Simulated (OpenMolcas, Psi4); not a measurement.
## GaSiH4F (SMILES [F][GaH][SiH3]): methods side by side

GaSiH4F: 7 atoms, total charge 0, spin state singlet. As SMILES, `[F][GaH][SiH3]`. The coordinates come from a PBE0-D4/def2-TZVP relaxation.

Quantity: the vertical energy of the triplet above the singlet, in eV. The values are calculated.

```tsv
level	kind	program	value (eV)	less CCSD(T)/def2-SVP	CPU time (all runs)
HF/def2-SVP	Hartree–Fock	OpenMolcas	4.31	-0.12	11 s
SVWN5/def2-SVP	LDA	OpenMolcas	3.98	-0.45	25 s
PBE/def2-SVP	GGA	OpenMolcas	3.94	-0.49	44 s
M06-L/def2-SVP	meta-GGA	OpenMolcas	4.32	-0.11	55 s
PBE0/def2-SVP	global hybrid	OpenMolcas	4.19	-0.24	37 s
wB97X/def2-SVP	range-separated hybrid	Psi4	4.54	+0.11	49 s
B2PLYP/def2-SVP (density fitting for correlation)	double hybrid	Psi4	4.38	-0.05	37 s
CCSD(T)/def2-SVP, open shells restricted	coupled cluster or CI	OpenMolcas	4.43	0.00	68 s
```

CCSD(T)/def2-SVP, open shells restricted is the highest level here, not the true value. All-electron rows without a relativistic Hamiltonian named are non-relativistic. The values span 3.94 to 4.54 eV. In the correlated wave-function rows the outer d shell of Ga is correlated, in sets not made for it. Times are those of the runs behind each value, whatever else they computed, on shared processors of several kinds: orders of magnitude only.
